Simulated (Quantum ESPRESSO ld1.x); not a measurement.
Results of a calculation; reference values are marked as such.
Question: Cl8+, configuration [He] 2s2 2p5 (the NIST ground configuration). Level of theory: non-relativistic Kohn-Sham, PBE, spin-unpolarised, spherical densities, point nucleus (ld1.x of Quantum ESPRESSO 7.5). Some entries of the table are withheld. Estimate them.

orbital  occ.  eigenvalue (eV)  r(max) (bohr)  <r^2> (bohr^2)
1s          2         -2950.05          0.060             (1)
2s          2         -432.972          0.356          0.2195
2p          5              (2)            (3)          0.1846

Answer: 
(1) 1s <r^2> (bohr^2): 0.01120
(2) 2p eigenvalue (eV): -377.152
(3) 2p r(max) (bohr): 0.294
